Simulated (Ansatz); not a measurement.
Ansatz results at the PBE0-D4/def2-TZVP geometry: LUMO energy (ωB97M-V/def2-TZVPP) 1.86 eV; HOMO–LUMO gap (PBE/def2-TZVPP) 5.49 eV; size of the dipole moment (PBE/def2-TZVPP) 1.39 D.

Each molecule was computed in one conformer, which needn't be the lowest.

(1) Which molecule gave them?
A. `C=C1OC1(C)C`
B. `N[SiH](Br)CO`
C. `F[SiH2][AlH][GeH3]`
D. `C=CCCCl`

## Answers

(1) B. The others give `C=C1OC1(C)C`: 2.56, 5.46, 1.96; `C=CCCCl`: 2.17, 5.58, 1.78; `F[SiH2][AlH][GeH3]`: -0.87, 3.07, 0.94.
